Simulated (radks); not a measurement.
Values are calculated unless marked as measured or tabulated.
Problem. Ionisation of Ca3+, [Ne] 3s2 3p5, to Ca4+, [Ne] 3s2 3p4, under several functionals. Dirac Kohn-Sham, spin-unpolarised, spherical densities, finite nucleus; open shells are shared between the two j in proportion to 2j + 1; a radial shooting solver on a logarithmic mesh with Libxc functionals. Known Delta-SCF values: exchange-only B88 67.203 eV; RPBE 68.427 eV. What does revPBE give, and what is its highest occupied eigenvalue?

Solution. 68.422 eV by Delta-SCF; the 3p3/2 eigenvalue is -59.501 eV. NIST: 67.273 eV (semi-empirical).

Beside tabulated values, note that spin-unpolarised runs miss the spin-polarisation part of the exchange energy of open shells.
